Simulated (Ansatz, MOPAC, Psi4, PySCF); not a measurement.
Pair of molecules: boric acid (SMILES OB(O)O) (first 7 atoms) with NH3 (SMILES N); geometry from B3LYP-D3(BJ)/def2-TZVP, rigid monomers moved along the line of their centres of mass till H7···N8 is 3.40 Å.
(charge 0, multiplicity 1):
```xyz
11

O     -0.0024    -0.5718    -1.1977
B     -0.1552    -0.1962     0.1102
O     -1.3611     0.3833     0.4784
O      0.8779    -0.4118     0.9665
H     -0.7868    -0.3771    -1.7183
H     -1.3983     0.6214     1.4085
H      0.6982    -0.1194     1.8813
N      0.6413     0.6965     5.1829
H      0.5420     1.6898     5.3625
H     -0.0720     0.2135     5.7184
H      1.5403     0.4132     5.5593
```

Monomers are frozen at their geometry in the pair; levels with a basis set take the counterpoise correction.

Correlated levels freeze the cores. Rows in 6-31G* carry no dispersion term and start afresh at each structure (6-31G* with six Cartesian d functions). The state reached by AM1 isn't checked.

The values were computed with Ansatz (Gaussian orbitals); MOPAC for AM1 (differences of heats of formation); Psi4 for SAPT; PySCF for 6-31G* rows, the dispersion terms. Each number belongs to the level named beside it.

| level | interaction energy (kcal/mol) |
|---|---|
| AM1 | -1.77 |
| HF/6-31G* | -3.47 |
| PBE/def2-TZVPPD | -2.95 |
| r2SCAN-D3(BJ)/def2-TZVPPD | -3.04 |
| B3LYP-D4/def2-TZVPPD | -3.04 |
| PBE0-D4/def2-TZVPPD | ? |
| SCS-MP2/aug-cc-pVDZ | -2.97 |
| CCSD(T)/aug-cc-pVDZ | -3.01 |
| SAPT0/jun-cc-pV(D+d)Z | -3.41 |

### Question
Complete the blanks.

### Answer

- PBE0-D4/def2-TZVPPD, interaction energy (kcal/mol): -3.16

Ansatz is a program for electronic structure.
